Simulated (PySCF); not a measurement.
C₇H₈F (doublet state).
Structure used (GFN2-xTB), in Å, numbered top down from 1:
```xyz
16
C7H8F angstrom
C     -1.4446    1.3711   -0.8411
C     -1.1146    0.1443   -0.3524
C     -1.8236   -1.0589   -0.2261
C     -0.7157   -1.7316    0.5204
F     -0.2023   -2.8889   -0.0378
C      0.0839   -0.4570    0.2780
C      1.3582   -0.1697    0.4878
C      2.0462    1.1037    0.1335
H     -2.4246    1.5437   -1.2502
H     -0.7577    2.1963   -0.8370
H     -2.7784   -1.4107   -0.5610
H     -0.9171   -1.9763    1.5717
H      1.9803   -0.9242    0.9542
H      2.4116    1.5916    1.0373
H      1.3818    1.7822   -0.3905
H      2.9088    0.8933   -0.4982
```

Identity: `C1(=C\C)/[C@@H]([CH]C1=C)F` [radical].

Computed, not measured: PySCF 2.14.0, UKS B3LYP, pcH-1 on C F H, non-relativistic, mean-field spin-orbit, GIAO. Isolated species at its GFN2-xTB geometry, gas phase. The geometry wasn't refined by DFT: couplings that depend on bond lengths, twists or pyramidal angles can differ widely from those at the functional's own minimum. Stability of the SCF solution: not tested. ⟨S²⟩ is 0.783 where a pure state has 0.75.

Principal values of hyperfine tensors in MHz (contact and dipolar terms together), for some of the nuclei:

```json
{"atom": "C3", "isotope": "13C", "A1": "8.97", "A2": "11.05", "A3": "168.21"}
{"atom": "H12", "isotope": "1H", "A1": "51.31", "A2": "54.06", "A3": "60.88"}
{"atom": "C1", "isotope": "13C", "A1": "1.22", "A2": "2.56", "A3": "147.85"}
{"atom": "C2", "isotope": "13C", "A1": "-74.83", "A2": "-38.88", "A3": "-30.44"}
{"atom": "H11", "isotope": "1H", "A1": "-65.81", "A2": "-43.47", "A3": "-16.74"}
{"atom": "H10", "isotope": "1H", "A1": "-64.35", "A2": "-41.00", "A3": "-15.88"}
{"atom": "H9", "isotope": "1H", "A1": "-59.66", "A2": "-40.30", "A3": "-16.03"}
{"atom": "C4", "isotope": "13C", "A1": "-22.24", "A2": "-21.36", "A3": "-16.89"}
```

**Question.** Split each tensor into its isotropic and traceless parts, and turn a_iso into mT with g = 2.0025.

**Answer.** a_iso = (A1 + A2 + A3)/3, Ti = Ai − a_iso; 1 mT corresponds to 28.027 MHz.

```tsv
atom	a_iso (MHz)	a_iso (mT)	T1	T2	T3
C3	62.74	2.239	-53.78	-51.69	105.47
H12	55.42	1.977	-4.11	-1.35	5.46
C1	50.55	1.804	-49.32	-47.98	97.31
C2	-48.05	-1.714	-26.78	9.17	17.61
H11	-42.01	-1.499	-23.80	-1.46	25.26
H10	-40.41	-1.442	-23.94	-0.59	24.53
H9	-38.66	-1.379	-21.00	-1.63	22.63
C4	-20.17	-0.719	-2.07	-1.20	3.27
```

**Question.** What spin density at the nucleus of C2 lies behind its contact coupling (g_N = 1.40482)?

**Answer.** a_FC = (2μ0/3) gₑ μB g_N μN ρ(0)/(2S·h) = 800.24 MHz × g_N × ρ(0)/(2S), with ρ in bohr⁻³. With a_FC = -48.05 MHz and 2S = 1, ρ(0) = -0.04274 bohr⁻³.

**Question.** F5 (19F, g_N = 5.25774) isn't in the table. Its spin density at the nucleus is 0.02838 bohr⁻³. What is its contact coupling?

**Answer.** By the same relation, a_FC = 119.4 MHz. Its full tensor has the principal values 74.02, 78.73, 205.50 MHz.

**Question.** Name the largest traceless tensor T of the table and describe it.

**Answer.** C3: -53.8, -51.7, 105.5 MHz, axial, in the ratio −1:−1:+2, the form that spin in one p orbital centred on that nucleus gives.

**Question.** In a single crystal, with the field along each principal axis of the tensor of C1 in turn, what first-order splitting does this nucleus give (isotropic g, quadrupole terms neglected)?

**Answer.** 2 lines (I = 1/2), spaced by |A_i|/(g × 13.996): 0.04, 0.09, 5.28 mT along the axes of A1, A2 and A3.

The run took 67 s (with the writing of density and orbital grids) on an Arm Neoverse V2 with one thread, shared host with 96 logical CPUs at a one-minute load of 38, and the process peaked at 0.97 GiB of memory.
